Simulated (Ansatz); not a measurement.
CuI, triplet, geometry from GFN2-xTB (such geometries of metal compounds can be far from the true shape) (the multiplicity is a formal guess) (core potentials on I). Base run: HF/def2-SV(P) run with Ansatz (a quantum-chemistry and plane-wave program).

The Ansatz input:
Ansatz 0.2 input:
```yaml
crystal:
  periodic: [false, false, false]
  atoms:
    - {symbol: Cu, position_ang: [-0.00000000, -0.00000000, -1.62833231]}
    - {symbol: I, position_ang: [0.00000000, 0.00000000, 0.89097428]}
basis:
  gaussian:
    orbitals: def2-SV_P_.json
hamiltonian:
  xc: hf
magnetization: {spin_polarized: true, initial_magnetization: 2}
```
The basis file holds def2-SV(P) in the JSON format of the Basis Set Exchange.

The base run was repeated with changes; each row names its change, and settings that it needs were set with it.

```csv
change,basis functions,E (Eh)
base,50,-1935.38106
basis = x2c-TZVPall; relativity = spin-free X2C,108,-8766.06116
basis = jorge-DZP-DKH; relativity = none,91,-8479.02854
basis = jorge-DZP-DKH; relativity = spin-free X2C; nucleus = Gaussian,91,-8760.00101
basis = jorge-DZP-DKH; relativity = spin-free X2C,91,-8760.20971
basis = x2c-SVPall; relativity = spin-free X2C,72,-8764.97049
basis = x2c-SVPall; relativity = none,72,-8358.46589
basis = x2c-TZVPall; relativity = spin-free X2C; nucleus = Gaussian,108,-8765.85263
basis = x2c-TZVPall; relativity = none,108,-8397.36645
basis = x2c-SVPall; relativity = spin-free X2C; nucleus = Gaussian,72,-8764.78600
```

Totals shift with the method and basis; they matter in differences.

Ansatz warned in this series: the basis is contracted for relativity, which the run leaves out.

Basis sets contracted for a relativistic Hamiltonian are a mismatch without it, so the rows without relativity aren't non-relativistic limits. No row has spin-orbit coupling; sets with core potentials leave out the core electrons.
